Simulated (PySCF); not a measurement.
H3N2, SMILES [NH]N, multiplicity 2. Coordinates come from a PBE-D3(BJ)/def2-TZVP optimisation. The isomer is the one that the SMILES or the coordinates give; other isomers of the formula were not compared.

Calculation: PBE-D3(BJ)/def2-TZVP (PySCF 2.14.0).

Harmonic wavenumbers (cm⁻¹): 563, 684, 1105, 1209, 1443, 1608, 3310, 3362, 3518. Rotational constants (GHz): 201.4, 30.51, 26.90; symmetry number 1.

Problem. Work out the zero-point energy and the ideal-gas rigid-rotor harmonic-oscillator thermochemistry at 298.15 K and 1 atm.

Solution. ZPE = ½ Σ hcν = ½ × 16802 cm⁻¹ = 100.50 kJ/mol. H − E(el) = 111.33 kJ/mol. Entropy in J/(mol K): translation 151.59, rotation 76.21, vibration 4.05, spin 5.76, total 237.61. G − E(el) = 40.49 kJ/mol. Cp = 44.10 J/(mol K).
